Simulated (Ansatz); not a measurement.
`N#[C][GeH3]` + `[CH3]`• → `N#[C][GeH2]`• + CH₄ at 500 K and 1 bar (hydrogen abstraction from a Ge–H bond).

Program: Ansatz. Geometries: PBE0-D4/def2-TZVP. ΔE: electronic, gas phase. CCSD(T)/CBS adds triple-zeta CCSD(T) − MP2 to the extrapolated MP2 energy (def2 sets, frozen cores). This one scheme is used for every species. Open shells (•) are unrestricted, without spin–orbit coupling. For Ge outer-core shells are correlated without core-valence functions, which leaves a few kJ/mol of doubt a bond. Scalar relativity is left out up to krypton.

| species | CCSD(T)/CBS energy (Eh) | H − E (kJ/mol) | S (J/(mol·K)) |
| --- | --- | --- | --- |
| `N#[C][GeH3]` | -2170.64236 | 112.5 | 317.6 |
| `[CH3]`• | -39.78218 | 97.2 | 216.4 |
| `N#[C][GeH2]`• | -2169.99646 | 86.2 | 325.0 |
| CH₄ | -40.46206 | 135.6 | 206.8 |

H − E and S are ideal-gas, rigid-rotor, harmonic terms from PBE0-D4/def2-TZVP, with the whole ground term of open shells counted as degenerate. 1 Eh = 2625.50 kJ/mol, R = 8.31446 J/(mol·K).

Problem. By hand: ΔE, ΔH, ΔS and ΔG.

Solution. ΔE = (-2169.99646) + (-40.46206) − (-2170.64236) − (-39.78218) = -0.03398 Eh = -89.2 kJ/mol. Δ(H − E) = 86.2 + 135.6 − 112.5 − 97.2 = 12.1, so ΔH = -77.1 kJ/mol. ΔS = 325.0 + 206.8 − 317.6 − 216.4 = -2.2 J/(mol·K). ΔG = -77.1 − 500 × (-2.2)/1000 = -76.0 kJ/mol.

Problem. By hand: the equilibrium constant, and the temperature at which ΔG would vanish if ΔH and ΔS stayed fixed.

Solution. log₁₀ K = −ΔG/(RT ln 10) = 7.9. ΔG = 0 at ΔH/ΔS = 35045 K, far beyond where these terms or the molecules hold.

The number of gas molecules stays the same, so ΔS is small and ΔH decides. A doubt of 5 kJ/mol in ΔE shifts log₁₀ K by 0.5 here. These are equilibria of isolated gas molecules and say nothing of rates. Largest T1 diagnostic: 0.020 (customary marks: 0.02 for closed shells, 0.045 for open ones).
